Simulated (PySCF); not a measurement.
B(AsH2)(H)2 (AsBH4), SMILES [AsH2]B.

Geometry optimised at r2SCAN-D4/def2-TZVP.

Vertical ionisation energy (IE) and electron affinity (EA) in eV. Rows of orbital energies are one-electron estimates. Where ΔSCF, EOM or ADC give a negative EA the extra electron is unbound and the value depends on the basis.

```tsv
level	IE	EA
−ε(HOMO), −ε(LUMO), B3LYP/def2-TZVPD (PySCF)	7.22	2.17
−ε(HOMO), −ε(LUMO), M06-2X/def2-TZVPD (PySCF)	8.40	1.06
ADC(2)/aug-cc-pVDZ (PySCF)	9.30	0.15
```

Q: Beyond the first one, list the lowest photoelectron lines from ADC(2)/aug-cc-pVDZ run with PySCF with their pole strengths (two spins summed). (Estimate from the structure and the level; the computed values follow.)

A: 11.62 eV (1.82), 12.16 eV (1.83), 13.64 eV (1.81), 16.83 eV (1.77), 19.87 eV (0.91).
